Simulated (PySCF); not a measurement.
Calculation: PBE-D3(BJ)/def2-TZVP // PBE0-D3(BJ)/def2-TZVP (PySCF). All species are isolated molecules in the gas phase. 

Reference species (SMILES): `[F][Ga]([F])[F]` (neutral, multiplicity 1).

- dipole moment: 0.00 D
- HOMO–LUMO gap: 6.29 eV
- LUMO: -3.37 eV
- HOMO: -9.66 eV

Changed species: `[GaH3]` (0 of 3 H replaced by F; the reference has 3 of 3 H replaced by F).

What does the change do to the dipole moment, HOMO–LUMO gap, LUMO and HOMO?

the dipole moment is nearly the same; the HOMO–LUMO gap falls by 1.59 eV, to 4.70 eV; the LUMO rises by 0.72 eV, to -2.65 eV; the HOMO rises by 2.32 eV, to -7.34 eV.
